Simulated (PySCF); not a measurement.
C3H9FSi, SMILES C[Si](C)(C)F. Coordinates come from a B3LYP-D3(BJ)/def2-SVP optimisation.

Calculation: B3LYP-D3(BJ)/def2-SVP (PySCF 2.14.0).

Harmonic wavenumbers (cm⁻¹): 133, 156, 156, 190, 190, 230, 271, 271, 606, 675, 691, 691, 766, 766, 787, 865, 865, 924, 1275, 1275, 1281, 1423, 1429, 1429, 1436, 1436, 1446, 3027, 3027, 3029, 3115, 3115, 3117, 3122, 3123, 3123. Rotational constants (GHz): 3.325, 3.325, 3.098; symmetry number 3.

Q: Work out the zero-point energy and the ideal-gas rigid-rotor harmonic-oscillator thermochemistry at 298.15 K and 1 atm.

A: ZPE = ½ Σ hcν = ½ × 49464 cm⁻¹ = 295.86 kJ/mol. H − E(el) = 320.32 kJ/mol. Entropy in J/(mol K): translation 165.17, rotation 102.34, vibration 85.04, total 352.55. G − E(el) = 215.21 kJ/mol. Cp = 129.31 J/(mol K). Modes under 150 cm⁻¹ make the vibrational entropy uncertain.
